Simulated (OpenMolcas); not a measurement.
## Ga: effect of the IPEA shift

| Property | Result |
| --- | --- |
| Program | OpenMolcas |
| Basis | ANO-RCC-VTZP [6s5p3d1f] |
| Scalar Hamiltonian | DKH2, point nucleus |
| Active space | 3 electrons in 4 orbitals (4s 4p) |
| State averaging | 2S+1 = 4 odd, 1 root (0 in the spin-orbit step); 2S+1 = 2 odd, 3 roots kept (CI in the orbitals of an earlier block); 2S+1 = 4 even, 3 roots; 2S+1 = 2 even, 5 roots kept (CI in the orbitals of an earlier block, 0 in the spin-orbit step) |
| Spin-orbit coupling | RASSI with atomic mean-field integrals over the reference wave functions, term energies averaged over their components |

Methods on the same reference wave functions:
A. CASSCF
B. SS-CASPT2, IPEA 0 Eh, imaginary shift 0.1 Eh (closed shells correlated: 3d)
C. SS-CASPT2, IPEA 0.25 Eh, imaginary shift 0.1 Eh (closed shells correlated: 3d)

Energies in eV above 4s² 4p ²P°_1/2, the measured ground level; measured values from NIST Handbook of Basic Atomic Spectroscopic Data.

```
         Level       A       B       C  Measured
4s² 4p ²P°_1/2  0.0000  0.0000  0.0000    0.0000
4s² 4p ²P°_3/2  0.1017  0.1017  0.1017    0.1024
 4s 4p² ⁴P_1/2  3.6324   4.410   4.353          
 4s 4p² ⁴P_3/2  3.6684   4.446   4.389          
 4s 4p² ⁴P_5/2  3.7284   4.506   4.449
```

Between B and C the level of the table that moves most is 4s 4p² ⁴P_1/2, by 460 cm-1 (lowest in C, highest in B).

The lowest spin-free term lies below A's lowest term by 0.431 hartree in B, 0.426 hartree in C.

Some high roots are left out of the spin-orbit mixing, which shifts the levels that they would mix with. Terms from blocks run as CI alone lack orbitals of their own. Terms of s pⁿ other than that of highest spin mix with s² pⁿ⁻² d, which this space lacks; all of them can be thousands of cm-1 off, and some have no real level of that name. Without dynamic correlation excited terms often stand tens of per cent too high (terms of higher spin than the ground term too low), and those without a measured partner can miss by more than the paired ones (holds for A). Levels of configurations outside the active space are missing.

° marks odd parity.
